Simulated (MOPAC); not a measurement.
MOPAC input (MNDO):

```
MNDO PRECISE GNORM=0.05 LET XYZ CHARGE=-1 GEO-OK AUX(PRECISION=9) THREADS=1
C3H10GeN

C     0.58105700 1   -1.38511600 1   -1.32231200 1
Ge    0.02900700 1   -0.07944700 1   -0.09458200 1
C    -1.85865600 1    0.65945300 1    0.06860500 1
C     1.13984100 1    1.57706500 1   -0.18521600 1
N     0.24260400 1   -0.70733200 1    1.70706400 1
H     0.86487400 1   -0.96896800 1   -2.29396200 1
H    -0.13031800 1   -2.20747400 1   -1.44897200 1
H    -2.57357100 1   -0.16336500 1    0.15820700 1
H    -2.11225400 1    1.22864200 1   -0.82953800 1
H    -1.96803700 1    1.31555100 1    0.93924300 1
H     2.19626400 1    1.30652600 1   -0.22809200 1
H     0.97010300 1    2.19170000 1    0.70168200 1
H     0.89474400 1    2.16470100 1   -1.07408200 1
H     0.71723100 1   -1.60334800 1    1.64472600 1
H    -0.65893800 1   -0.87874600 1    2.14150200 1
```

From the output:

```
                                                       MOPAC v23.2.5 Linux

          FINAL HEAT OF FORMATION =         -0.74234 KCAL/MOL =      -3.10595 KJ/MOL

          COSMO AREA              =        141.61 SQUARE ANGSTROMS
          COSMO VOLUME            =        136.04 CUBIC ANGSTROMS

          GRADIENT NORM           =          0.04649          =       0.01200 PER ATOM
          IONIZATION POTENTIAL    =          0.967723 EV
          HOMO LUMO ENERGIES (EV) =         -0.968  7.289
          NO. OF FILLED LEVELS    =         16
          MOLECULAR WEIGHT        =        132.7087         POINT GROUP:  Cs

          MOLECULAR DIMENSIONS (Angstroms)

            Atom       Atom       Distance
            H    11    H     8     5.05635
            H     7    H    10     4.38588
            H    14    H    13     4.14269

          SCF CALCULATIONS        =        118

   ATOM   CHEMICAL          X               Y               Z
  NUMBER   SYMBOL      (ANGSTROMS)     (ANGSTROMS)     (ANGSTROMS)

     1       C          0.29870393  *  -1.24658912  *  -1.35055632  *
     2      Ge         -0.00772502  *  -0.03723911  *  -0.09067535  *
     3       C         -1.86206341  *   0.60512455  *   0.00172327  *
     4       C          1.18721538  *   1.51977740  *  -0.14075395  *
     5       N          0.27141750  *  -0.70767292  *   1.70991309  *
     6       H          1.25477332  *  -1.38590177  *  -1.84801510  *
     7       H         -0.44509537  *  -1.94593507  *  -1.72301937  *
     8       H         -2.58422576  *  -0.22149859  *   0.14806344  *
     9       H         -2.15462859  *   1.12321493  *  -0.93316284  *
    10       H         -2.02655856  *   1.32459043  *   0.82858557  *
    11       H          2.25408269  *   1.23020130  *  -0.07554186  *
    12       H          0.99766801  *   2.23248653  *   0.68664261  *
    13       H          1.06792377  *   2.08918562  *  -1.08396926  *
    14       H          1.19398180  *  -1.04883761  *   1.87860168  *
    15       H         -0.33058102  *  -1.46211234  *   1.96365043  *

                             CARTESIAN COORDINATES

   1    C        0.298703933    -1.246589122    -1.350556317
   2   Ge       -0.007725018    -0.037239112    -0.090675352
   3    C       -1.862063405     0.605124551     0.001723269
   4    C        1.187215383     1.519777403    -0.140753945
   5    N        0.271417504    -0.707672917     1.709913094
   6    H        1.254773322    -1.385901767    -1.848015104
   7    H       -0.445095375    -1.945935068    -1.723019374
   8    H       -2.584225765    -0.221498593     0.148063436
   9    H       -2.154628585     1.123214931    -0.933162836
  10    H       -2.026558559     1.324590432     0.828585572
  11    H        2.254082685     1.230201301    -0.075541859
  12    H        0.997668014     2.232486531     0.686642612
  13    H        1.067923775     2.089185615    -1.083969260
  14    H        1.193981797    -1.048837607     1.878601683
  15    H       -0.330581016    -1.462112343     1.963650433

           Empirical Formula: C3 H10 N Ge  =    15 atoms

      MOLECULAR POINT GROUP   :   Cs

                  EIGENVALUES
 -28.29832 -25.55338 -24.68708 -20.71312 -11.68028  -9.90967  -9.67093  -9.48301
  -9.45213  -9.09434  -7.25937  -7.22687  -6.22198  -5.94921  -5.08231  -0.96772
   7.28931   7.31035   7.58818   8.46380   8.49269   8.55723   8.65900   9.97274
  10.13063  10.14534  10.59983  11.14418  11.81880  13.00121

              NET ATOMIC CHARGES AND DIPOLE CONTRIBUTIONS

  ATOM NO.   TYPE          CHARGE      No. of ELECS.   s-Pop       p-Pop
    1          C          -1.064557        5.0646     1.28213     3.78243
    2         Ge           1.545355        2.4546     0.73741     1.71723
    3          C          -0.335085        4.3351     1.28255     3.05253
    4          C          -0.333262        4.3333     1.28220     3.05107
    5          N          -0.656059        5.6561     1.65175     4.00431
    6          H          -0.028069        1.0281     1.02807
    7          H          -0.028155        1.0282     1.02815
    8          H          -0.030413        1.0304     1.03041
    9          H          -0.036020        1.0360     1.03602
   10          H          -0.039270        1.0393     1.03927
   11          H          -0.029956        1.0300     1.02996
   12          H          -0.038885        1.0389     1.03889
   13          H          -0.035966        1.0360     1.03597
   14          H           0.055486        0.9445     0.94451
   15          H           0.054855        0.9451     0.94514
 DIPOLE           X         Y         Z       TOTAL
 POINT-CHG.    -0.858     3.335     2.596     4.313
 HYBRID         0.093    -0.455    -0.221     0.514
 SUM           -0.765     2.880     2.375     3.811

          ATOMIC ORBITAL ELECTRON POPULATIONS

     Atom    s        px        py        pz
    1  C   1.28213   0.96261   1.38215   1.43767
    2 Ge   0.73741   0.52304   0.61350   0.58069
    3  C   1.28255   1.23163   0.93307   0.88784
    4  C   1.28220   1.03769   1.12497   0.88840
    5  N   1.65175   1.02347   1.37342   1.60743
    6  H   1.02807
    7  H   1.02815
    8  H   1.03041
    9  H   1.03602
   10  H   1.03927
   11  H   1.02996
   12  H   1.03889
   13  H   1.03597
   14  H   0.94451
   15  H   0.94514

 **********************
 *                    *
 * JOB ENDED NORMALLY *
 *                    *
 **********************

 == MOPAC DONE ==
```

The dipole moment of an ion depends on the origin.

The geometry given is a B3LYP-D3(BJ)/def2-TZVP minimum.
